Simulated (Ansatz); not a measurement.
Basis-set extrapolation for `CO[Si](F)S` radical (PBE0-D4/def2-TZVP geometry, frozen core, the Gaussian-basis code of Ansatz). Multiplicity 2, UHF reference.

|  | def2-TZVPP | def2-QZVPP |
| --- | --- | --- |
| HF | -901.181034 | -901.212554 |
| MP2 correlation | -0.928733 | -1.007986 |
| CCSD(T) correlation | -1.002048 | not run |

Energies in hartree. Use E(X) = E(∞) + A·exp(−7.88·√X) for Hartree–Fock and E(X) = E(∞) + B·X^(−2.97) for correlation, with X = 3 and 4, and add CCSD(T) minus MP2 of the smaller set to the MP2 limit.

Problem. What is the CCSD(T) energy at the basis-set limit?

Solution. HF limit: -901.212554 + (-0.031520) × 0.13774 = -901.21690. MP2 limit: -1.007986 + (-0.079253) × 0.74074 = -1.06669. Higher-order term: -1.002048 − (-0.928733) = -0.07332. Total: -902.35691 hartree, 109.1 kcal/mol below CCSD(T)/def2-TZVPP.
